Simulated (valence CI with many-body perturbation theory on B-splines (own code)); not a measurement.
Ge XXVI: key properties

Method: valence CI with perturbative core correlation (CI+MBPT): five valence electrons over a frozen Dirac-Fock core [He], a basis of 11 s, 11 p, 10 d, 8 f, 5 g, 2 h functions for each j, with the one-electron correlation potential Σ1 (screened to all orders), the two-electron term Σ2, the three-electron term Σ3, Breit, model QED; selected single and double excitations, second order for the rest, scaled by the run's own slope (own B-spline code, finite nucleus).

No measured levels were compared; by estimate levels of excited configurations hold to 0.05 to 0.15 % of their energy, terms of the ground configuration to about 0.5 %. Among the levels kept, up to 5600 cm⁻¹ of a level comes from second order outside the variational space, and about a tenth of that is noise between levels of different J, which matters for small intervals.

Names give the largest LS component (configuration and term), which can be under half, so a name can repeat, a term be missing and a line seem to break the LS rules; names also repeat where a configuration has a term twice.

Rates and lifetimes use the calculated energies. Strong lines usually hold to 10 to 20 %, long lifetimes can be off by a factor of two.

(1) What is the ground level?

(2) What is the ionisation energy?

(3) How well does LS coupling describe the low levels?

(4) Among levels below 1753.0 eV, which E1 lines absorb most strongly from the ground level?

(5) Where does the other parity begin?

(6) Name the longest-lived excited levels whose lifetime is computed, and their main decay.

## Answers

(1) 2s2.2p3 4S°_3/2, composition 62 % 2s2.2p3 4S° + 26 % 2s2.2p3 2P° + 11 % 2s2.2p3 2D°, g = 1.681.

(2) 2574.3 eV; NIST lists 2575 ± 19 eV (semi-empirical).

(3) Among the lowest 20 levels the leading LS term, summed over configurations, holds 78 % on average. For single configurations the figures are 77 % in LS and 85 % in jj coupling. Terms mix most in the J = 1/2 level at 1472.7 eV, where the leading one holds 49 %.

(4) to 2s2.2p2.3d 4P_3/2 at 0.7923 nm, f = 0.439; to 2s2.2p2.3d 4D_5/2 at 0.7932 nm, f = 0.367; to 2s2.2p2.3d 4F_5/2 at 0.8111 nm, f = 0.263.

(5) At 2s.2p4 4P_5/2, 134.1 eV.

(6) 2s2.2p3 2D°_5/2 at 38.9 eV lives 24.3 μs, mostly by M1 to 2s2.2p3 4S°_3/2; 2s2.2p3 2D°_3/2 at 29.0 eV lives 4.28 μs, mostly by M1 to 2s2.2p3 4S°_3/2; 2s2.2p3 2P°_1/2 at 52.9 eV lives 2.61 μs, mostly by M1 to 2s2.2p3 4S°_3/2.
